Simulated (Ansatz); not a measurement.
Cost and result for the atomization energy of CH2FNOSeSi, SMILES `F[SiH]1NC(=[Se])O1` (8 atoms, 8 bonds).

The species carries charge 0 and has multiplicity 1. Correlated methods include outer-core shells of Se, which these sets cover unevenly. Scalar relativity is left out up to krypton. Geometry: relaxed with PBE0-D4/def2-TZVP. Program: Ansatz. All runs use 4 threads of an Arm Neoverse V2 on a shared host. Times are those of one run each, without the atoms' runs, and a repeat can differ threefold. Electronic energies, without spin–orbit coupling; frozen cores. CCSD(T)/CBS adds CCSD(T) − MP2 in def2-TZVPP to the MP2 limit, and its time is that of the two runs behind it. T1 = 0.016. With those shells the extrapolation isn't a true limit.

CCSD(T)/CBS is a level of theory with its own doubt, some kJ/mol a heavy atom from the limit and from the frozen cores, so smaller differences don't rank the functionals.

```csv
level,functions,wall time
LDA (SPW92)/def2-TZVPP,242,1.3 s
PBE0-D4/def2-TZVPP,242,3.1 s
CAM-B3LYP-D4/def2-TZVPP,242,3.7 s
r2SCAN-D4/def2-TZVPP (with forces),242,4.4 s
r2SCANh-D4/def2-TZVPP,242,5.5 s
PBE-QIDH/def2-TZVPP,242,6 s
B97M-V/def2-TZVPP,242,8 s
ωB97X-V/def2-TZVPP,242,8 s
CCSD(T)/def2-SVP,116,8.5 s
ωB97M-V/def2-TZVPP (with forces),242,12 s
MP2/def2-QZVPP,447,21 s
CCSD(T)/def2-TZVPP,242,3.7 min
CCSD(T)/CBS(def2),–,4 min
```

(1) What atomization energy does each give, and how far from CCSD(T)/CBS? (An estimate is asked.)

## Answers

(1) Ansatz gave: 
```csv
level,atomization (kcal/mol),difference from CCSD(T)/CBS,per bond
LDA (SPW92)/def2-TZVPP,923.0,148.5,18.6
PBE0-D4/def2-TZVPP,773.6,-0.9,-0.1
CAM-B3LYP-D4/def2-TZVPP,773.4,-1.1,-0.1
r2SCAN-D4/def2-TZVPP (with forces),777.7,3.2,0.4
r2SCANh-D4/def2-TZVPP,767.3,-7.2,-0.9
PBE-QIDH/def2-TZVPP,765.5,-9.0,-1.1
B97M-V/def2-TZVPP,774.0,-0.5,-0.1
ωB97X-V/def2-TZVPP,776.4,1.9,0.2
CCSD(T)/def2-SVP,700.9,-73.6,-9.2
ωB97M-V/def2-TZVPP (with forces),774.1,-0.4,-0.1
MP2/def2-QZVPP,796.4,21.9,2.7
CCSD(T)/def2-TZVPP,744.3,-30.2,-3.8
CCSD(T)/CBS(def2),774.5,0.0,0.0
```

At CCSD(T), def2-SVP lies −73.6 kcal/mol from the extrapolated value and def2-TZVPP −30.3 kcal/mol: correlation converges slowly with the basis, and small sets miss more of it in the bonded molecule than in its fragments. Leaving LDA and LC-ωPBE aside and taking each functional with its dispersion term where it has one, the values, not all of them listed here, spread over 73.1 kcal/mol, from BHLYP-D4 to PBE-D4. LDA lies +125.2 kcal/mol from PBE without D4, its usual overbinding. From PBE to PBE0 (25 % exact exchange), in def2-TZVPP and without D4, the atomization energy moves by −28.7 kcal/mol: exact exchange takes away binding that semilocal exchange gives to molecules.

For some Ge, Se and Sn compounds the MP2-based and the directly extrapolated limit differ by 10 to 25 kJ/mol.
